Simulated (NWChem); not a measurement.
Species: CH5BeNS; SMILES C[S][Be][NH2]

```xyz
9

Be     0.1764    -1.0473    -0.0002
N     -0.2040    -2.4967     0.0000
H     -0.3486    -3.0680    -0.8261
H     -0.3485    -3.0669     0.8270
S      0.6816     0.7858     0.0000
C     -0.9465     1.6265     0.0000
H     -1.5308     1.3789    -0.8963
H     -0.7486     2.7069    -0.0029
H     -1.5286     1.3830     0.8988
```
Atoms are numbered in this order, from 1.

All runs: NWChem. Pople sets run with spherical d functions. Structure relaxed at the PBE0/def2-SVP level. LC-ωPBE (HJS hole) with 6-31G*; x = 1 − exp(−ω/0.25 bohr⁻¹) is a scale chosen for this fit.

```csv
row,x,−ε(HOMO) (eV)
ω = 0.05,0.181,6.16
ω = 0.10,0.330,6.88
ω = 0.25,0.632,8.47
ω = 0.30,0.699,withheld
ω = 0.60,0.909,9.95
```

Question: Fit a straight line of the last column on the one before it, predict the withheld value, and compare with the run.

Answer: 
1. Means of the 4 shown rows: x = 0.5130, y = 7.865. Slope Σ(x − x̄)(y − ȳ)/Σ(x − x̄)² = 1.644/0.3147 = 5.224; intercept 5.185.
2. The shown rows scatter about the line by 0.024 (root mean square); the largest residual is +0.03, at ω = 0.05.
3. At x = 0.699 (ω = 0.30; inside the shown range) the line gives 8.84.
4. The run gives 8.83, -0.01 from the line, 0.4 times the scatter.
